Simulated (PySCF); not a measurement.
FH₆N₃Si. Atoms are numbered in the order given.

```xyz
11

N     -0.7498    -0.3092     1.5147
Si    -0.0017     0.0037     0.0000
N      0.3736     1.6652     0.0000
N     -0.7498    -0.3092    -1.5147
F      1.2379    -1.0581     0.0000
H     -0.7394    -1.2481     1.8944
H     -1.5778     0.1987     1.7997
H      0.6999     2.1211    -0.8427
H      0.6999     2.1211     0.8427
H     -1.5778     0.1987    -1.7997
H     -0.7394    -1.2481    -1.8944
```

Geometry optimised at PBE0-D3(BJ)/def2-SVP. One conformer was computed; it need not be the lowest.

Method: PBE0-D3(BJ)/def2-SVP (PySCF).

Frequencies are harmonic and unscaled.

Computed harmonic wavenumbers and intensities:
| mode | ν (cm⁻¹) | IR (km/mol) | moving atoms (share of kinetic energy) |
|---|---|---|---|
| 1 | 137 | 1.2 | H 82 %, N 11 % |
| 2 | 208 | 9.5 | N 50 %, H 27 %, F 23 % |
| 3 | 258 | 23.9 | H 49 %, N 42 % |
| 4 | 261 | 1.0 | H 63 %, N 15 %, F 11 %, Si 11 % |
| 5 | 322 | 152.7 | H 72 %, N 18 % |
| 6 | 330 | 12.5 | H 58 %, Si 17 %, F 14 %, N 11 % |
| 7 | 344 | 7.3 | H 55 %, N 27 %, Si 12 % |
| 8 | 355 | 137.2 | H 30 %, F 30 %, N 28 %, Si 12 % |
| 9 | 402 | 127.4 | H 48 %, N 48 % |
| 10 | 428 | 235.0 | H 62 %, N 32 % |
| 11 | 456 | 21.0 | H 92 % |
| 12 | 746 | 3.0 | N 63 %, F 24 %, H 12 % |
| 13 | 764 | 1.5 | H 81 %, N 18 % |
| 14 | 811 | 9.4 | H 54 %, N 24 %, F 18 % |
| 15 | 815 | 0.8 | H 68 %, N 31 % |
| 16 | 892 | 166.7 | Si 41 %, N 34 %, H 14 %, F 11 % |
| 17 | 952 | 257.8 | Si 49 %, N 33 %, H 18 % |
| 18 | 987 | 242.2 | Si 50 %, N 20 %, H 19 %, F 12 % |
| 19 | 1528 | 117.2 | H 87 %, N 13 % |
| 20 | 1537 | 73.8 | H 88 %, N 12 % |
| 21 | 1538 | 24.1 | H 89 %, N 11 % |
| 22 | 3626 | 34.0 | H 96 % |
| 23 | 3628 | 38.9 | H 96 % |
| 24 | 3632 | 20.6 | H 96 % |
| 25 | 3729 | 0.0 | H 91 %, N 9 % |
| 26 | 3730 | 67.0 | H 91 %, N 9 % |
| 27 | 3739 | 39.0 | H 91 %, N 9 % |
